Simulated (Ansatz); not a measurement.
Cartesian coordinates in Å:
```
B -2.283 -1.454 -0.679
C -0.924 -0.948 -0.127
C -0.776 0.540 0.200
Si 0.903 1.013 0.896
C 2.285 0.641 -0.313
H -3.207 -0.714 -0.873
H -2.421 -2.620 -0.925
H -0.685 -1.573 0.750
H -0.160 -1.275 -0.853
H -0.965 1.141 -0.696
H -1.544 0.842 0.921
H 1.135 0.249 2.158
H 0.918 2.465 1.237
H 2.144 1.191 -1.247
H 3.253 0.927 0.103
H 2.326 -0.425 -0.551
```

Charge 0, multiplicity 1.

**Question.** List the B3LYP/def2-TZVPP orbital energies in eV (Ansatz). (Estimate.)

**Answer.** Computed: Occupied: -1798.42, -276.55, -276.46, -276.33, -183.67, -142.97, -98.29, -98.28, -98.27, -20.81, -19.05, -17.18, -13.70, -13.25, -12.32, -11.27, -11.18, -10.82, -10.07, -9.82, -8.96, -8.76, -8.65, -7.79. Lowest empty: -1.60, 0.59, 0.82, 1.50, 1.65, 1.93, 2.10, 2.26.

B3LYP here is the variant with VWN-RPA as its local correlation; programs differ in this.
